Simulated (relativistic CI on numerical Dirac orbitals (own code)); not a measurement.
Calculated at this level of theory: Dirac-Coulomb-Breit CI, separate exchange-only KLI orbitals for each configuration, a model potential for QED, unscaled Slater integrals (own radial code, finite nucleus).

The strongest absorption lines from the ground level of an ion, among the configurations computed and to levels below about 393 eV (vacuum wavelength in Å, gf): 58.317 (0.61), 61.874 (0.39), 62.657 (0.25), 62.759 (1.6), 64.612 (0.66), 65.567 (0.25), 68.329 (0.41), 69.022 (0.37).

Question: Which ion is it?
A. Rh21+
B. Ag21+
C. Ag23+
D. Tc19+

Answer: C. Ag23+ has 24 electrons and the ground level 3s²3p⁶3d⁶ ⁵D4; the strongest line goes to 3s²3p⁵3d⁷ ⁵P°3. The pattern of lines fixes the number of electrons, and along that sequence the line energies rise steadily with the charge (about as its square where n changes within one kind of shell, about linearly where n is kept but much faster in heavy ions where fine structure, which grows about as Z⁴, sets the gap, and irregularly where shells cross), which fixes Z. Configurations outside the model, such as inner-shell arrays, can give stronger lines. At this charge energies of transitions that change n are usually good to better than 1 %, and those within a shell (Δn = 0) to a few per cent. Terms inside the open d or f shell come out 10 to 20 % too wide with unscaled integrals.

LS names give the leading component of a level, which can be under half, so a name can repeat, a term be missing and a line seem to break the LS rules.
